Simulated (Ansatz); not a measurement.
C2H4ClGeN, SMILES `[CH3][GeH]([Cl])[C]#N`. Total charge 0; spin multiplicity 1. The geometry is a stationary point of PBE0-D4/def2-TZVP.

```xyz
9

C    -1.159    0.594   -0.286
Ge    0.565   -0.266   -0.394
Cl    0.319   -2.309   -0.999
C     1.347   -0.332    1.368
N     1.793   -0.334    2.429
H    -1.038    1.617    0.074
H    -1.796    0.042    0.405
H    -1.623    0.608   -1.272
H     1.592    0.381   -1.325
```

What is the dipole moment at ωB97M-V/def2-TZVPP? (Best estimate.)

The calculation gave: 4.16 D, with components (-2.14, 2.10, -2.87) D in this frame, pointing from negative to positive charge.

And with PBE, r2SCAN, B3LYP? (Best estimate.)

The calculation gave: PBE 4.06 D, r2SCAN 4.15 D, B3LYP 4.16 D.

Give the Mulliken charges with ωB97M-V, B3LYP, PBE in def2-TZVPP. (Estimate.)

Computed: 
```tsv
atom	ωB97M-V	B3LYP	PBE
C1	-0.41	-0.35	-0.35
Ge2	0.38	0.43	0.39
Cl3	-0.26	-0.29	-0.27
C4	-0.19	-0.21	-0.22
N5	-0.03	0.00	0.04
H6	0.14	0.13	0.13
H7	0.15	0.13	0.13
H8	0.14	0.12	0.12
H9	0.07	0.04	0.03
```

B3LYP here is the variant with VWN-RPA as its local correlation; programs differ in this.
